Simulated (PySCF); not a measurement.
**Ionisation energy of N²⁺ by level of theory**

N²⁺ [He] 2s2 2p1 (2P) → N³⁺ [He] 2s2 (1S), as a difference of total energies. Calculation: PySCF 2.14, in aug-cc-pCVTZ-DK with one added diffuse shell each of s, p, d, f type (8s7p5d3f, 75 functions); scalar relativity by spin-free X2C-1e. Correlated levels: valence: 1s2 frozen; valence and next inner shell: nothing frozen. The calculations carry no spin-orbit coupling.

Task: Order these methods by the ionisation energy they give, lowest first.
A. MP2 (valence and next inner shell)
B. PBE
C. LDA
D. SCS-MP2 (valence)

Result: D (47.409 eV), A (47.517 eV), C (47.840 eV), B (47.993 eV).

A first-order spin-orbit estimate (lowest level to lowest level, LS coupling) adds 0.014 eV.

Errors of the correlated levels include the incompleteness of this basis and the frozen core.

For comparison: 47.445 eV (semi-empirical (NIST evaluation); NIST Atomic Spectra Database, ionization energies).
